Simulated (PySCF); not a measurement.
Electron correlation in Ar (argon, neutral)

[Ar], closed-shell 1S. Computed with PySCF 2.14 in x2c-QZVPPall (9s6p4d2f1g, 70 functions), with scalar relativity by spin-free X2C-1e. Frozen: [Ne]; 8 electrons correlated.

| level | correlation energy (mhartree) |
| --- | --- |
| CCSD | -249.61 |
| (T) | -8.76 |
| CCSD(T) | -258.37 |

Diagnostics: T1 = 0.0025, D1 = 0.0037, largest double amplitude 0.044.

Cost of the coupled-cluster step: of the order of 1.7 core-seconds, for 8 correlated electrons.

Iterations:

```
CC2 = 0
CCSD nocc = 4, nmo = 65
frozen orbitals [0, 1, 2, 3, 4]
max_cycle = 100
direct = 0
conv_tol = 1e-08
conv_tol_normt = 1e-06
diis_space = 8
diis_start_cycle = 0
Init t2, MP2 energy = -528.863514173884  E_corr(MP2) -0.231557706695086
Init E_corr(CCSD) = -0.231557706701646
cycle = 1  E_corr(CCSD) = -0.245525551379251  dE = -0.0139678447  norm(t1,t2) = 0.0214537
cycle = 2  E_corr(CCSD) = -0.248748886300848  dE = -0.00322333492  norm(t1,t2) = 0.00584674
cycle = 3  E_corr(CCSD) = -0.249619568459901  dE = -0.000870682159  norm(t1,t2) = 0.00178383
cycle = 4  E_corr(CCSD) = -0.249630871794522  dE = -1.13033346e-05  norm(t1,t2) = 0.000219509
cycle = 5  E_corr(CCSD) = -0.24961284614766  dE = 1.80256469e-05  norm(t1,t2) = 4.10977e-05
cycle = 6  E_corr(CCSD) = -0.249614108792988  dE = -1.26264533e-06  norm(t1,t2) = 7.17187e-06
cycle = 7  E_corr(CCSD) = -0.249614066706518  dE = 4.20864696e-08  norm(t1,t2) = 1.24052e-06
cycle = 8  E_corr(CCSD) = -0.249614061139756  dE = 5.56676225e-09  norm(t1,t2) = 1.82113e-07
CCSD converged
E(CCSD) = -528.8815705283287  E_corr = -0.2496140611397558
CCSD(T) correction = -0.00875944336239436
```
